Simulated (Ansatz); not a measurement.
Cl$_{2}$Sn, charge +1, doublet, at a GFN2-xTB geometry (such geometries of metal compounds can be far from the true shape) (a state made from the parent by changing its charge; the spin is typed, not shown lowest) (core potentials on Sn); WB97M-V/def2-SVP (Ansatz, a quantum-chemistry and plane-wave program).

Input for Ansatz:
Ansatz 0.2 input:
```yaml
crystal:
  periodic: [false, false, false]
  atoms:
    - {symbol: Sn, position_ang: [0.00755256, -0.00709993, 0.44602132]}
    - {symbol: Cl, position_ang: [1.31419946, 1.64977004, -0.65225992]}
    - {symbol: Cl, position_ang: [-1.33641287, -1.62888789, -0.65956749]}
basis:
  gaussian:
    orbitals: def2-SVP
hamiltonian:
  xc: {name: wB97M-V}
total_charge: 1
magnetization: {spin_polarized: true, initial_magnetization: 1}
```

Question: Predict the main parts of the log of this Ansatz run.

Answer: 
```
Functional definition: wB97M-V
658 factors; integrals over basis functions are off by at most 2.5e-4 eV
146 factors; integrals over basis functions are off by at most 1.3e-5 eV
mean field evaluation 1: about -30855.0726 eV, gradient 2.4e1 eV
mean field evaluation 2: about -30855.4278 eV, gradient 2.7e1 eV
mean field evaluation 4: about -30859.3461 eV, gradient 6.0e-1 eV
mean field evaluation 8: about -30859.3864 eV, gradient 3.4e-2 eV
mean field evaluation 16: about -30859.3865 eV, gradient 4.2e-4 eV
mean field -30859.38645590 eV, -1134.0615350108 hartree, gradient 3.4e-5 eV, S^2 0.762408; 0 other end points of the search recorded, 0 dependent functions left out
reference -30859.38648900 eV, -1134.0615362272 hartree; 28, 27 occupied and 34, 35 virtual orbitals, 658 factors
Total energy: -30859.38648900 eV, -1134.0615362272 hartree
```
